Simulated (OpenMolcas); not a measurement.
**W²⁺: effect of correlating more closed shells**

```json
{
  "Program": "OpenMolcas",
  "Basis": "ANO-RCC-VTZP [8s7p5d3f2g1h]",
  "Scalar Hamiltonian": "DKH2, point nucleus",
  "Active space": "4 electrons in 6 orbitals (5d 6s)",
  "State averaging": "2S+1 = 5 even, 15 roots; 2S+1 = 3 even, 105 roots kept (CI in the orbitals of an earlier block, 97 in the spin-orbit step); 2S+1 = 1 even, 104 roots kept (CI in the orbitals of an earlier block, 84 in the spin-orbit step)",
  "Spin-orbit coupling": "state interaction with AMFI integrals over the reference wave functions, term energies averaged over their components"
}
```

Methods on the same reference wave functions:
A. CASSCF
B. MS-CASPT2, IPEA 0.25 Eh, imaginary shift 0.1 Eh (closed shells correlated: none)
C. MS-CASPT2, IPEA 0.25 Eh, imaginary shift 0.1 Eh (closed shells correlated: 5s 5p)

Energies in cm⁻¹ above 5d⁴ ⁵D₀, the measured ground level; measured values from NIST levels as listed in McCann et al., Mon. Not. R. Astron. Soc. 538, 537 (2025).

```tsv
Level	A	B	C	Measured
5d⁴ ⁵D₀ [65 %]	0.0	0.0	0.0	0.0
5d⁴ ⁵D₁	2074	2480	2460	2256
5d⁴ ⁵D₂	4322	4920	4870	4461
5d⁴ ⁵D₃	6303	6880	6820	6278
5d⁴ ⁵D₄	7982	8380	8300	7687
5d³ 6s ⁵F₁ [72 %]	11539	12700	11660	10969
5d⁴ ³P₀ [59 %]	11804	10880	10920	9904
5d³ 6s ⁵F₂ [75 %]	13063	14230	13170	12427
5d⁴ ³P₁ [66 %]	15054	14130	14000	12881
5d³ 6s ⁵F₃ [55 %]	15361	16730	15620	
5d⁴ ³H₄ [51 %]	16564	15700	15390	
5d⁴ ³F₂ [64 %]	16898	15580	15290	
5d³ 6s ⁵F₄	17980	19280	18180	
5d⁴ ³P₂ [71 %]	19427	18120	17960	
5d⁴ ³H₅ [56 %]	19647	19060	18680	
5d³ 6s ⁵F₅ [67 %]	20623	21580	20540	
5d⁴ ³H₆	21593	20780	20430	
5d⁴ ³G₄ [51 %]	24162	22940	22540	
5d³ 6s ⁵P₁ [74 %]	25883	25820	24440	
5d⁴ ³G₅ [62 %]	26498	25970	25350	
5d⁴ ³D₃ [70 %]	26728	24810	24290	
5d⁴ ³D₁	28591	26770	26260	
5d⁴ ¹I₆	30749	29210	28710	
5d⁴ ¹S₀ [50 %]	33469	29420	29530
```

Deviations, from unrounded energies. A percentage is the sum of absolute deviations over the sum of measured energies, with the sign that they share, or ± where signs differ.

```tsv
Against measurement	Levels	A	B	C
mean absolute deviation (cm-1)	8	740	970	670
fine structure of the ground term (%)	4	±3.1	+9.5	+8.6
other terms of the ground configuration (%)	2	+17.9	+9.8	+9.4
other configurations (%)	2	+5.2	+15.1	+6.2
```

C lies closest to measurement on these levels and B furthest from it. The largest miss of C in the table is 5d⁴ ³P₁ [66 %], by +1100 cm-1. The ranking rests on the paired levels alone, and a cruder setting can come out closer through cancelling errors.

Between B and C the level of the table that moves most is 5d³ 6s ⁵P₁ [74 %], by 1400 cm-1 (lowest in C, highest in B). Moves below CASPT2's spread within the term are not significant.

The mean deviations of B to C differ by less than CASPT2's widest spread within a term (660 cm-1), so their order carries little weight.

From A to B the spin-free energies of the other terms of 5d⁴ shown, above ⁵D, scale by factors of 0.79 to 0.90, as is usual when dynamic correlation screens the repulsion within a d or f shell.

The lowest spin-free term lies below A's lowest term by 0.033 hartree in B, 0.274 hartree in C.

What an inner shell adds also hangs on whether the basis holds functions to correlate it.

CASPT2 breaks the degeneracy within a term, and the mean is taken; among the terms shown or strongly mixed into the levels shown the widest spread is 660 cm-1 (5d³ 6s ⁵F, C). Some high roots are left out of the spin-orbit mixing, which shifts the levels that they would mix with. Terms from blocks run as CI alone lack orbitals of their own. Configurations are named by rounded mean occupations; where the s occupation lies near a half they are strongly mixed, a name can repeat and a true partner stay unpaired. A single d shell beside an s shell can misplace configurations of different d count against each other. Without dynamic correlation excited terms often stand tens of per cent too high (terms of higher spin than the ground term too low), and those without a measured partner can miss by more than the paired ones (holds for A). Blocks of more than 70 roots (2S+1 = 3 even, 1 even) ran without multistate coupling (holds for B; C). Some levels mix across a computed gap that differs much from the measured one, so their mixing is not that of the real levels (holds for B). The CASPT2 spread within a term exceeds the gap to the next term for 5d³ 6s ⁵F and 5d⁴ ³F, 5d⁴ ¹G(1) and 5d⁴ ¹I, so the order of their levels is uncertain, and so are names and mixing where such terms share a J (holds for C). Computed and measured levels are paired by configuration, term and J; levels that our copy of the source lacks, or whose pairing is in doubt (as where it misses far off the trend of its configuration), stay unpaired and out of the deviations. Levels of configurations outside the active space are missing. The table leaves out levels that lie high or whose names do not pair safely across all columns.

A share in square brackets marks a mixed level and gives the weight of the term that names it, the lowest over the columns. A number in round brackets counts repeated terms of one configuration in the order of the reference energies.
